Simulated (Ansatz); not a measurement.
One change: `[CH3][GeH3]` becomes `[GeH3][CH2][TeH]`.

Ansatz, PBE0-D4/def2-TZVP geometries, multiplicity 1. 

Elements past krypton have def2 core potentials. Scalar relativity is left out up to krypton.

```csv
property,`[CH3][GeH3]`
size of the dipole moment (B3LYP/def2-TZVPP) / D,0.72
LUMO energy (PBE0/def2-TZVPP) / eV,0.88
HOMO–LUMO gap (ωB97M-V/def2-TZVPP) / eV,13.54
size of the dipole moment (ωB97M-V/def2-TZVPP) / D,0.69
size of the dipole moment (PBE/def2-TZVPP) / D,0.74
HOMO–LUMO gap (PBE0/def2-TZVPP) / eV,9.81
```

Problem. Give the same properties after the change, and the shifts. (Estimate.)

Solution. Computed: 
```tsv
property	`[GeH3][CH2][TeH]`	shift
size of the dipole moment (B3LYP/def2-TZVPP) / D	1.07	0.35
LUMO energy (PBE0/def2-TZVPP) / eV	-0.77	-1.65
HOMO–LUMO gap (ωB97M-V/def2-TZVPP) / eV	9.30	-4.24
size of the dipole moment (ωB97M-V/def2-TZVPP) / D	1.06	0.37
size of the dipole moment (PBE/def2-TZVPP) / D	1.09	0.35
HOMO–LUMO gap (PBE0/def2-TZVPP) / eV	5.40	-4.41
```

With PBE0 the HOMO rises by 2.76 eV and the LUMO falls by 1.65 eV, so the gap narrows by about 4.41 eV. PBE moves the HOMO by 2.55 eV and ωB97M-V by 2.85 eV. Dipoles are sizes alone; their direction can turn.

B3LYP here is the variant with VWN-RPA as its local correlation; programs differ in this.

Spin–orbit coupling is left out; it splits and shifts lone-pair levels of the heavy atoms by tenths of an eV.
